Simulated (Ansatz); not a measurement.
Consider the substitution at a C–Cl bond: `ClCBr` + H–F → `FCBr` + HCl.

Program: Ansatz. Geometries: PBE0-D4/def2-TZVP. ΔE: electronic, gas phase. CCSD(T)/CBS adds triple-zeta CCSD(T) − MP2 to the extrapolated MP2 energy (def2 sets, frozen cores). This one scheme is used for every species. Functionals use def2-TZVPP. B3LYP here is the variant with VWN-RPA as its local correlation; programs differ in this. HSE06 is defined as in plane-wave codes. For Br outer-core shells are correlated without core-valence functions, which leaves a few kJ/mol of doubt a bond. Scalar relativity is left out up to krypton.

Task: Is it downhill or uphill in electronic energy at CCSD(T)/CBS, and by how much? (An estimate is asked.)

Result: The calculation gave: Uphill: ΔE = +4.5 kcal/mol.

Task: What do these levels give: LDA (SPW92), r2SCAN-D4, PBE0-D4, B3LYP-D4, HSE06-D4, BHLYP-D4, ωB97X-V, B2PLYP, r2SCAN, HF/def2-SVP, CCSD(T)/def2-SVP, HF/CBS(def2)? (Estimate.)

Result: The calculation gave: LDA (SPW92) 1.5, r2SCAN-D4 1.0, PBE0-D4 2.6, B3LYP-D4 1.5, HSE06-D4 2.6, BHLYP-D4 1.3, ωB97X-V 1.2, B2PLYP 1.9, r2SCAN 0.9, HF/def2-SVP -4.6, CCSD(T)/def2-SVP -1.7, HF/CBS(def2) -1.2 kcal/mol.

Largest T1 diagnostic among the species: 0.009.

At CCSD(T), def2-SVP lies −6.2 kcal/mol from the extrapolated value and def2-TZVPP −1.7 kcal/mol. In def2-TZVPP, CCSD(T) changes the Hartree–Fock value by +4.0 kcal/mol (the triples alone add +0.6 kcal/mol) and MP2 by +6.6 kcal/mol.
